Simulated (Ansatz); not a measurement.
Born–Oppenheimer molecular dynamics of CH4F2OSi (9 atoms, charge 0, multiplicity 1). It starts from a relaxed structure.

Method: Ansatz 0.2.0, RKS B3LYP-D4/def2-SVP.

```yaml
ensemble: NVT, Langevin thermostat
time_step: 0.5 fs
steps_asked: 150
set_temperature: 200 K
friction: 0.01 /fs
seed: 68444
```

Frames 1 fs apart, positions in Å, forces in eV/Å.

Velocities at 30.0 fs (Å/ps):

```
Si 0.66 0.03 -2.48
H -7.51 -2.55 -0.37
F -0.08 1.29 -0.10
F 1.67 -1.83 0.71
O -3.31 -0.33 -3.22
C -2.93 2.54 3.36
H -3.14 15.18 5.69
H 0.65 -3.64 -2.99
H -10.04 4.58 19.85
```

```xyz
9
Properties=species:S:1:pos:R:3:forces:R:3 time_fs=30.0 energy_less_start_eV=0.094 T=84
Si 0.061 -0.061 0.217 -0.06 0.37 0.42
H 0.908 0.578 1.241 -0.17 -0.16 0.02
F 0.975 -0.335 -1.065 0.30 -0.23 -0.53
F -1.049 1.002 -0.304 -0.03 -0.33 0.17
O -0.603 -1.442 0.788 -0.17 -0.01 -0.22
C -1.750 -2.144 0.324 0.10 0.10 -0.73
H -2.278 -2.563 1.161 -0.51 -0.01 0.98
H -2.435 -1.465 -0.231 0.20 -0.35 0.07
H -1.513 -3.052 -0.277 0.34 0.61 -0.19
9
Properties=species:S:1:pos:R:3:forces:R:3 time_fs=31.0 energy_less_start_eV=0.084 T=98
Si 0.062 -0.061 0.215 -0.17 0.26 0.50
H 0.898 0.577 1.243 -0.10 -0.13 0.06
F 0.976 -0.334 -1.065 0.36 -0.24 -0.59
F -1.048 1.000 -0.303 -0.09 -0.27 0.13
O -0.607 -1.441 0.785 0.00 0.12 -0.20
C -1.753 -2.141 0.328 -0.02 0.17 -0.39
H -2.282 -2.550 1.172 -0.48 0.03 0.88
H -2.433 -1.470 -0.233 0.08 -0.23 -0.01
H -1.521 -3.045 -0.258 0.42 0.29 -0.39
9
Properties=species:S:1:pos:R:3:forces:R:3 time_fs=32.0 energy_less_start_eV=0.071 T=119
Si 0.064 -0.060 0.213 -0.29 0.13 0.54
H 0.886 0.574 1.246 -0.01 -0.09 0.12
F 0.976 -0.332 -1.066 0.40 -0.24 -0.61
F -1.047 0.998 -0.302 -0.14 -0.21 0.08
O -0.611 -1.441 0.782 0.15 0.25 -0.20
C -1.756 -2.137 0.330 -0.24 0.11 0.29
H -2.291 -2.537 1.192 -0.27 0.19 0.45
H -2.429 -1.479 -0.238 -0.08 -0.05 -0.10
H -1.527 -3.036 -0.243 0.49 -0.08 -0.57
9
Properties=species:S:1:pos:R:3:forces:R:3 time_fs=33.0 energy_less_start_eV=0.066 T=132
Si 0.065 -0.060 0.211 -0.38 0.02 0.57
H 0.872 0.571 1.251 0.07 -0.06 0.16
F 0.978 -0.330 -1.067 0.42 -0.25 -0.61
F -1.046 0.996 -0.302 -0.19 -0.15 0.04
O -0.615 -1.440 0.779 0.30 0.38 -0.21
C -1.759 -2.133 0.333 -0.47 -0.09 0.98
H -2.303 -2.520 1.219 -0.01 0.33 -0.11
H -2.426 -1.490 -0.245 -0.25 0.16 -0.20
H -1.529 -3.027 -0.233 0.51 -0.36 -0.62
9
Properties=species:S:1:pos:R:3:forces:R:3 time_fs=34.0 energy_less_start_eV=0.069 T=130
Si 0.065 -0.060 0.209 -0.40 -0.08 0.58
H 0.859 0.568 1.261 0.12 -0.04 0.15
F 0.980 -0.328 -1.069 0.40 -0.23 -0.54
F -1.045 0.994 -0.301 -0.23 -0.09 0.00
O -0.620 -1.439 0.777 0.45 0.52 -0.21
C -1.762 -2.128 0.336 -0.63 -0.37 1.40
H -2.314 -2.502 1.245 0.21 0.40 -0.60
H -2.423 -1.500 -0.253 -0.37 0.33 -0.26
H -1.526 -3.021 -0.230 0.45 -0.44 -0.52
9
Properties=species:S:1:pos:R:3:forces:R:3 time_fs=35.0 energy_less_start_eV=0.069 T=142
Si 0.066 -0.059 0.208 -0.42 -0.20 0.54
H 0.844 0.562 1.272 0.19 -0.01 0.15
F 0.983 -0.327 -1.073 0.35 -0.20 -0.43
F -1.044 0.992 -0.301 -0.26 -0.04 -0.04
O -0.625 -1.438 0.775 0.58 0.66 -0.21
C -1.766 -2.124 0.340 -0.73 -0.60 1.35
H -2.321 -2.482 1.263 0.29 0.38 -0.86
H -2.425 -1.507 -0.267 -0.34 0.34 -0.18
H -1.521 -3.020 -0.229 0.33 -0.33 -0.31
9
Properties=species:S:1:pos:R:3:forces:R:3 time_fs=36.0 energy_less_start_eV=0.063 T=159
Si 0.067 -0.058 0.207 -0.39 -0.30 0.52
H 0.831 0.554 1.284 0.23 0.00 0.12
F 0.986 -0.325 -1.076 0.29 -0.17 -0.32
F -1.045 0.989 -0.300 -0.29 0.03 -0.08
O -0.628 -1.436 0.773 0.68 0.77 -0.20
C -1.770 -2.120 0.345 -0.73 -0.80 0.92
H -2.325 -2.458 1.275 0.26 0.29 -0.90
H -2.430 -1.512 -0.283 -0.21 0.26 -0.03
H -1.513 -3.023 -0.229 0.16 -0.08 -0.03
9
Properties=species:S:1:pos:R:3:forces:R:3 time_fs=37.0 energy_less_start_eV=0.059 T=145
Si 0.068 -0.058 0.206 -0.33 -0.34 0.47
H 0.819 0.550 1.298 0.24 0.00 0.05
F 0.989 -0.323 -1.081 0.21 -0.14 -0.17
F -1.045 0.987 -0.300 -0.30 0.06 -0.10
O -0.632 -1.434 0.770 0.73 0.87 -0.19
C -1.775 -2.116 0.350 -0.61 -0.86 0.32
H -2.326 -2.432 1.279 0.12 0.12 -0.77
H -2.437 -1.517 -0.300 -0.02 0.14 0.16
H -1.499 -3.026 -0.228 -0.05 0.15 0.22
9
Properties=species:S:1:pos:R:3:forces:R:3 time_fs=38.0 energy_less_start_eV=0.065 T=151
Si 0.068 -0.058 0.206 -0.27 -0.35 0.40
H 0.810 0.547 1.310 0.24 -0.02 -0.02
F 0.993 -0.323 -1.085 0.12 -0.10 0.00
F -1.046 0.986 -0.300 -0.28 0.07 -0.11
O -0.635 -1.433 0.769 0.76 0.95 -0.19
C -1.781 -2.114 0.354 -0.37 -0.79 -0.40
H -2.325 -2.402 1.276 -0.13 -0.11 -0.41
H -2.445 -1.523 -0.316 0.16 0.03 0.33
H -1.485 -3.027 -0.225 -0.24 0.30 0.40
9
Properties=species:S:1:pos:R:3:forces:R:3 time_fs=39.0 energy_less_start_eV=0.082 T=144
Si 0.069 -0.058 0.206 -0.17 -0.33 0.34
H 0.804 0.545 1.323 0.21 -0.06 -0.13
F 0.997 -0.322 -1.090 0.01 -0.06 0.18
F -1.047 0.984 -0.301 -0.25 0.08 -0.12
O -0.638 -1.431 0.767 0.76 1.00 -0.19
C -1.787 -2.112 0.356 0.00 -0.55 -1.11
H -2.322 -2.371 1.267 -0.47 -0.37 0.11
H -2.453 -1.528 -0.328 0.29 -0.04 0.43
H -1.474 -3.027 -0.218 -0.38 0.33 0.49
9
Properties=species:S:1:pos:R:3:forces:R:3 time_fs=40.0 energy_less_start_eV=0.108 T=134
Si 0.069 -0.059 0.206 -0.07 -0.27 0.23
H 0.799 0.542 1.335 0.18 -0.08 -0.23
F 1.000 -0.321 -1.096 -0.10 -0.02 0.36
F -1.049 0.983 -0.302 -0.20 0.07 -0.11
O -0.640 -1.428 0.764 0.70 0.97 -0.17
C -1.793 -2.111 0.358 0.39 -0.25 -1.69
H -2.322 -2.345 1.258 -0.80 -0.58 0.65
H -2.458 -1.533 -0.338 0.37 -0.08 0.48
H -1.465 -3.024 -0.206 -0.48 0.24 0.48
9
Properties=species:S:1:pos:R:3:forces:R:3 time_fs=41.0 energy_less_start_eV=0.126 T=116
Si 0.070 -0.060 0.206 0.05 -0.13 0.16
H 0.797 0.540 1.348 0.13 -0.13 -0.37
F 1.004 -0.319 -1.101 -0.21 0.02 0.53
F -1.051 0.982 -0.302 -0.14 0.04 -0.10
O -0.641 -1.425 0.761 0.59 0.86 -0.15
C -1.799 -2.111 0.359 0.70 0.03 -1.86
H -2.328 -2.326 1.252 -0.97 -0.69 0.99
H -2.458 -1.537 -0.342 0.35 -0.05 0.42
H -1.460 -3.018 -0.192 -0.50 0.04 0.38
```

Of the whole run (75 fs, mean temperature of the second half 135 K): The mean temperature of the second half is 32 % below the set value. A run of 0.075 ps of so small a system gives no equilibrium averages.

The run took 7.2 min on 2 threads of Intel(R) Xeon(R) Platinum 8259CL CPU @ 2.50GHz (Skylake/Cascade Lake), with other jobs on the host, peak memory 0.21 GiB.
